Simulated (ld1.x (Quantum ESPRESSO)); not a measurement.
Before and after: TM potential for palladium

palladium (Pd), norm-conserving Troullier–Martins (Kleinman–Bylander form), made with ld1.x (Quantum ESPRESSO) 7.5 (LDA (PZ), scalar-relativistic). Core [Ar] 3d10, reference 4s2 4p6 4d8 5s0 5p0 (charge +2). Waves: 4p (bound): rc 1.20 bohr; 4d (bound): rc 1.20 bohr; 4s (bound): rc 1.40 bohr. Local part: the s channel. Core correction: Bessel-smoothed model core inside 1.10 bohr.

All-electron outer shells of the reference configuration (LDA (PZ), scalar-relativistic, ld1.x):

| shell | level (eV) | outermost node (bohr) | outermost maximum (bohr) |
| --- | --- | --- | --- |
| 3d | -351.49 | – | 0.28 |
| 4s | -110.55 | 0.45 | 0.85 |
| 4p | -76.23 | 0.46 | 0.90 |
| 4d | -27.58 | 0.45 | 1.07 |
| 5s | -20.58 | 1.13 | 2.27 |
| 5p | -14.22 | 1.26 | 2.71 |

Change: all radii but the core radius scaled by about 1.35 (s 1.90, p 1.62, d 1.62 bohr).

Cutoffs: the cutoffs (Ry, on a coarse ladder) from which the occupation-weighted sum of valence levels, in a spherical-Bessel basis at the reference potential, stays within 10 and 1 mRy of its value at 400 Ry; they do not see the model core or the augmentation charge, which bear on the density cutoff. Errors are all-electron minus pseudo energies relative to the spin-unpolarised reference configuration.

Question: Predict the effect on cutoff, ghosts and configuration errors.

Answer: The potential gets softer (120 Ry and 160 Ry → 70 Ry and 90 Ry); a bound ghost appears in s, which as a rule spoils a file; the number of tests that count goes from 9 to 8; of the 8 tests that both files solve, the error grows in 8 and shrinks in 0 by more than 15 % and 0.3 meV (median size 31.4 → 119.8 meV). A larger radius leaves more room for a smooth pseudo-wave, so fewer plane waves are needed. More of the atom is replaced by a form fitted at one configuration, so other configurations suffer.

| quantity | base | changed |
| --- | --- | --- |
| cutoff, loose | 120 Ry | 70 Ry |
| cutoff, tight | 160 Ry | 90 Ry |
| loose cutoff by channel (10 mRy a level) | p 70 Ry, d 55 Ry, s 50 Ry | p 30 Ry, d 50 Ry, s 15 Ry |
| bound ghosts | none | s (extra level of the local part) |
| tests counted (converged, no solver errors) | 9 of 9 | 8 of 9 |
| error for 4s2 4p6 4d10 5s0 5p0, meV [ΔE -30.47 eV] | +38 | +206 |
| error for 4s2 4p6 4d9 5s0 5p0, meV [ΔE -21.08 eV] | +15 | +73 |
| error for 4s2 4p6 4d7 5s0 5p0, meV [ΔE 34.60 eV] | +21 | +100 |
| error for 4s2 4p6 4d6 5s0 5p0, meV [ΔE 84.15 eV] | +106 | +446 |
| error for 4s2 4p6 4d9.5 5s0 5p0, meV [ΔE -27.10 eV] | +27 | +140 |
| error for 4s1 4p6 4d10 5s0 5p0, meV [ΔE 61.22 eV] | -147 | -413 |
| error for 4s2 4p6 4d8 5s0 5p0 (spin-polarised), meV [ΔE -0.63 eV] | +36 | +46 |
| error for 4s2 4p6 4d9 5s0 5p0 (spin-polarised), meV [ΔE -21.23 eV] | +23 | +83 |

Changed file: Tests not counted: 4s2 4p5 4d10 5s0 5p0 (solver errors, printed error -59 meV). These tests converged, but a pseudo level misses the all-electron one widely, so the file describes the atom poorly there or has found another state: 4s2 4p6 4d9 5s0 5p0: empty 5s by 3.4 eV; 4s2 4p6 4d7 5s0 5p0: empty 5s by 8.4 eV; 4s2 4p6 4d6 5s0 5p0: empty 5s by 10.3 eV; 4s2 4p6 4d9.5 5s0 5p0: empty 5s by 2.2 eV; 4s1 4p6 4d10 5s0 5p0: empty 5s by 3.4 eV. A true bound ghost makes a file unfit for plane-wave use even where its test errors are small: the radial tests pick states by their node count and pass the ghost by.
